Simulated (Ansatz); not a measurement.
Start from `O[SiH]([SiH3])[GeH3]` and change one atom or group to get `CC[SiH](O)[SiH3]`.

Ansatz, PBE0-D4/def2-TZVP geometries, multiplicity 1. Each molecule was computed in one conformer, which needn't be the lowest.

Scalar relativity is left out up to krypton.

```tsv
property	`O[SiH]([SiH3])[GeH3]`
HOMO–LUMO gap (ωB97M-V/def2-TZVPP) / eV	10.58
HOMO energy (B3LYP/def2-TZVPP) / eV	-7.38
size of the dipole moment (PBE/def2-TZVPP) / D	1.11
HOMO energy (ωB97M-V/def2-TZVPP) / eV	-9.56
HOMO–LUMO gap (B3LYP/def2-TZVPP) / eV	6.50
size of the dipole moment (B3LYP/def2-TZVPP) / D	1.13
```

Q: What does the change do to each property? (An estimate is asked.)

A: The calculation gave: 
| property | `CC[SiH](O)[SiH3]` | shift |
| --- | --- | --- |
| HOMO–LUMO gap (ωB97M-V/def2-TZVPP) / eV | 11.30 | 0.72 |
| HOMO energy (B3LYP/def2-TZVPP) / eV | -7.47 | -0.09 |
| size of the dipole moment (PBE/def2-TZVPP) / D | 1.81 | 0.70 |
| HOMO energy (ωB97M-V/def2-TZVPP) / eV | -9.74 | -0.18 |
| HOMO–LUMO gap (B3LYP/def2-TZVPP) / eV | 7.15 | 0.65 |
| size of the dipole moment (B3LYP/def2-TZVPP) / D | 1.82 | 0.69 |

With PBE0 the HOMO falls by 0.08 eV and the LUMO rises by 0.61 eV, so the gap widens by about 0.69 eV. PBE moves the HOMO by 0.01 eV and ωB97M-V by -0.18 eV. Dipoles are sizes alone; their direction can turn.

B3LYP here is the variant with VWN-RPA as its local correlation; programs differ in this.
